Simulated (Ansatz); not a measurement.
Na₅H₅. Charge 0, multiplicity 1. Geometry PBE0-D4/def2-SVP; atoms count from 1.

Cartesian coordinates in Å:
```
Na 1.791 0.474 -1.594
Na 0.627 -1.193 1.569
Na 0.916 1.903 -4.638
Na -1.719 0.641 -2.765
Na -2.724 -1.082 0.420
H 1.924 0.741 2.837
H -2.943 -0.200 -1.387
H 1.931 -0.383 0.236
H -1.349 -1.604 1.824
H 1.545 0.703 3.499
```

The restricted singlet is unstable towards broken spin symmetry in Hartree–Fock (as tested in another run); at PBE0-D4/def2-TZVP this wasn't settled. In the singlet, H6 and H10 lie 0.76 Å apart (atoms count from 1), so H2 has formed as a molecule. Another isomer (singlet) lies 0.53 eV lower at PBE0-D4/def2-TZVP; other spin states weren't run for this one.

(1) Estimate the Mulliken populations from the PBE0/def2-TZVP orbitals of Ansatz.

(2) And the Mayer bond orders between bonded heavy atoms (over 0.3)?

Results:

(1) 
```tsv
atom	charge (e)
Na1	0.22
Na2	0.35
Na3	-0.08
Na4	0.23
Na5	0.35
H6	0.03
H7	-0.36
H8	-0.37
H9	-0.36
H10	-0.01
```
Mulliken values and Mayer orders depend strongly on the basis.

(2) Na1–Na3 0.47 (3.47 Å); Na3–Na4 0.47 (3.47 Å).
